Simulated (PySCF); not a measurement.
Sc²⁰⁺ (scandium, charge +20): PBE0 calculation

Configuration: 1s1, 2S determinant. All numbers are calculated (PySCF 2.14, the spin-free X2C one-electron Hamiltonian (Gaussian nucleus), in an even-tempered Gaussian basis (17 s from 17 bohr⁻², ratio 2.2; 7 p from 26 bohr⁻², ratio 2.4; 4 d from 77 bohr⁻², ratio 2.4; 3 f from 120 bohr⁻², ratio 2.4; 3 g from 170 bohr⁻², ratio 2.4)).

| Item | Value |
| --- | --- |
| Total energy | -221.720 hartree |
| One-electron energy | -221.809 hartree |
| Hartree (Coulomb) energy | 6.646 hartree |
| Exchange-correlation energy | -6.558 hartree |
| ⟨S²⟩ | 0.7500 |
| ⟨L²⟩ | 0.000 |
| Sum of ⟨r⟩ | 0.07067 bohr |
| Sum of ⟨r²⟩ | 0.006689 bohr² |

```tsv
shell	electrons	mean orbital energy (eV)	rms radius, mean of both spins (bohr)
1s α	1	-5934.2	0.0818
```

For one electron the Hartree and exchange-correlation energies should cancel; what remains is the self-interaction error.

Densities and radii are taken from the X2C orbitals without a picture-change correction, which distorts them close to the nucleus.
